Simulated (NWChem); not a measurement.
System: GeHSCl, singlet; SMILES [SH][Ge][Cl]

NWChem input:

```
start job
memory heap 200 mb stack 900 mb global 1100 mb
geometry units angstroms noautoz
  Ge     0.755959     0.019904    -0.005891
  Cl    -0.731103     1.637520     0.005464
  S     -0.726220    -1.657594    -0.007724
  H      0.238835    -2.606827    -0.014664
end
basis spherical
  * library def2-svp
end
dft
  xc slater vwn_5
  iterations 150
end
tddft
  nroots 8
  notriplet
end
task tddft energy
```

Output (shortened):

```
             Northwest Computational Chemistry Package (NWChem) 7.3.0
             --------------------------------------------------------

 CS  symmetry detected

                             Geometry "geometry" -> ""
                             -------------------------

 Output coordinates in angstroms (scale by  1.889725989 to convert to a.u.)

  No.       Tag          Charge          X              Y              Z
 ---- ---------------- ---------- -------------- -------------- --------------
    1 Ge                  32.0000     0.75072218     0.00915713     0.00000000
    2 Cl                  17.0000    -0.69130381     1.66708501     0.00000000
    3 S                   16.0000    -0.77703164    -1.62694365     0.00000000
    4 H                    1.0000     0.16156122    -2.60237486     0.00000000

 Effective nuclear repulsion energy (a.u.)     310.3750459383

      Symmetry information
      --------------------

 Group name             Cs
 Group number              2
 Group order               2
 No. of unique centers     4

                                 NWChem DFT Module
                                 -----------------

 Summary of "ao basis" -> "ao basis" (spherical)
 ------------------------------------------------------------------------------
       Tag                 Description            Shells   Functions and Types
 ---------------- ------------------------------  ------  ---------------------
 Ge                         def2-svp                12       32   5s4p3d
 Cl                         def2-svp                 8       18   4s3p1d
 S                          def2-svp                 8       18   4s3p1d
 H                          def2-svp                 3        5   2s1p

      Symmetry analysis of basis
      --------------------------

        a'         52
        a"         21

            General Information
            -------------------
          SCF calculation type: DFT
          Wavefunction type:  closed shell.
          No. of atoms     :     4
          No. of electrons :    66
           Alpha electrons :    33
            Beta electrons :    33
          Charge           :     0
          Spin multiplicity:     1
          Use of symmetry is: off; symmetry adaption is: on
          Maximum number of iterations: 150
          AO basis - number of functions:    73
                     number of shells:    31
          Convergence on energy requested:  1.00D-06
          Convergence on density requested:  1.00D-05
          Convergence on gradient requested:  5.00D-04

              XC Information
              --------------
                        Slater Exchange Functional  1.000 local
                      VWN V Correlation Functional  1.000 local

             Grid Information
             ----------------
          Grid used for XC integration:  medium
          Radial quadrature: Mura-Knowles
          Angular quadrature: Lebedev.
          Tag              B.-S. Rad. Rad. Pts. Rad. Cut. Ang. Pts.
          ---              ---------- --------- --------- ---------
          Ge                  1.25      112           8.0       590
          Cl                  1.00       88          11.0       590
          S                   1.00       88           9.0       590
          H                   0.35       45          11.0       434
          Grid pruning is: on
          Number of quadrature shells:   333
          Spatial weights used:  Erf1

      Superposition of Atomic Density Guess
      -------------------------------------

 Sum of atomic energies:       -2932.21360702

      Non-variational initial energy
      ------------------------------

 Total energy =   -2932.589279
 1-e energy   =   -4699.387494
 2-e energy   =    1456.423169
 HOMO         =      -0.258133
 LUMO         =      -0.036376

      Symmetry analysis of molecular orbitals - initial
      -------------------------------------------------

  Numbering of irreducible representations:

     1 a'          2 a"

  Orbital symmetries:

[...]

                                NWChem TDDFT Module
                                -------------------

            General Information
            -------------------
           No. of orbitals :     146
            Alpha orbitals :      73
             Beta orbitals :      73
        Alpha frozen cores :       0
         Beta frozen cores :       0
     Alpha frozen virtuals :       0
      Beta frozen virtuals :       0
         Spin multiplicity :       1
    Number of AO functions :      73
        Use of symmetry is : off
      Symmetry adaption is : on
         Schwarz screening :  0.10D-07

              XC Information
              --------------
                 Slater Exchange Functional   1.00 local
               VWN V Correlation Functional   1.00 local

             TDDFT Information
             -----------------
          Calculation type : TDDFT
         Wavefunction type : Restricted singlets
          No. of electrons :      66
           Alpha electrons :      33
            Beta electrons :      33
              No. of roots :       8
          Max subspacesize :    5600
            Max iterations :     100
               Target root :       1
           Target symmetry : none
      Symmetry restriction : off
                 Algorithm : Optimal
        Davidson threshold :  0.10D-03

    8 smallest eigenvalue differences (eV)
--------------------------------------------------------
  No. Spin  Occ  Vir  Irrep   E(Occ)    E(Vir)   E(Diff)
--------------------------------------------------------
    1    1   33   34 a"       -0.235    -0.125     2.999
    2    1   32   34 a'       -0.252    -0.125     3.458
    3    1   31   34 a"       -0.284    -0.125     4.341
    4    1   30   34 a'       -0.297    -0.125     4.674
    5    1   33   35 a'       -0.235    -0.039     5.343
    6    1   29   34 a"       -0.326    -0.125     5.468
    7    1   32   35 a"       -0.252    -0.039     5.802
    8    1   33   36 a'       -0.235    -0.015     5.978
--------------------------------------------------------

  Entering Davidson iterations
  Restricted singlet excited states

  Iter   NTrls   NConv    DeltaV     DeltaE      Time
  ----  ------  ------  ---------  ---------  ---------
    1      8       0     0.25E+00   0.10+100        1.6
    2     16       0     0.12E+00   0.41E-01        1.6
    3     32       0     0.68E-01   0.17E-01        1.9
    4     48       0     0.13E-01   0.17E-02        1.9
    5     64       1     0.27E-02   0.75E-04        1.9
    6     78       3     0.89E-03   0.37E-05        1.8
    7     88       6     0.28E-03   0.24E-06        1.7
    8     92       8     0.81E-04   0.18E-07        1.5
  ----  ------  ------  ---------  ---------  ---------
  Convergence criterion met

  Ground state a'      -2929.537513625467 a.u.

  ----------------------------------------------------------------------------
  Root   1 singlet a"             0.125374151 a.u.                3.4116 eV
  ----------------------------------------------------------------------------
     Transition Moments    X -0.00000   Y -0.00000   Z -0.33029
     Dipole Oscillator Strength                    0.0091183929
     Electric Quadrupole                           0.0000000397
     Magnetic Dipole                               0.0000022536
     Total Oscillator Strength                     0.0091206862

     Occ.   27  a'  ---  Virt.   34  a"  -0.06112 X
     Occ.   31  a'  ---  Virt.   34  a"  -0.17176 X
     Occ.   33  a'  ---  Virt.   34  a"   0.98390 X
     Occ.   33  a'  ---  Virt.   34  a"  -0.06331 Y
  ----------------------------------------------------------------------------
  Root   2 singlet a'             0.156200922 a.u.                4.2504 eV
  ----------------------------------------------------------------------------
     Transition Moments    X -0.20799   Y -0.64738   Z  0.00000
     Dipole Oscillator Strength                    0.0481469529
     Electric Quadrupole                           0.0000000663
     Magnetic Dipole                               0.0000000004
     Total Oscillator Strength                     0.0481470196

     Occ.   29  a'  ---  Virt.   36  a'   0.07386 X
     Occ.   30  a"  ---  Virt.   34  a"  -0.10344 X
     Occ.   32  a"  ---  Virt.   34  a"   0.95896 X
     Occ.   32  a"  ---  Virt.   34  a"  -0.09855 Y
     Occ.   33  a'  ---  Virt.   35  a'  -0.18535 X
     Occ.   33  a'  ---  Virt.   36  a'   0.16919 X
     Occ.   33  a'  ---  Virt.   37  a'   0.06705 X
  ----------------------------------------------------------------------------
  Root   3 singlet a"             0.166860404 a.u.                4.5405 eV
  ----------------------------------------------------------------------------
     Transition Moments    X -0.00000   Y -0.00000   Z  0.21226
     Dipole Oscillator Strength                    0.0050118104
     Electric Quadrupole                           0.0000000478
     Magnetic Dipole                               0.0000009285
     Total Oscillator Strength                     0.0050127867

     Occ.   31  a'  ---  Virt.   34  a"  -0.98318 X
     Occ.   33  a'  ---  Virt.   34  a"  -0.16775 X
  ----------------------------------------------------------------------------
  Root   4 singlet a'             0.195645344 a.u.                5.3238 eV
  ----------------------------------------------------------------------------
     Transition Moments    X  0.31210   Y -0.01952   Z  0.00000
     Dipole Oscillator Strength                    0.0127544388
     Electric Quadrupole                           0.0000000943
     Magnetic Dipole                               0.0000000185
     Total Oscillator Strength                     0.0127545516

[...]
```

Level: LDA (Slater exchange, VWN5)/def2-SVP, full TDDFT. Low-valent species are run as closed-shell singlets; no triplet was tried in these runs. All runs use the structure optimised with PBE0/def2-SVP.
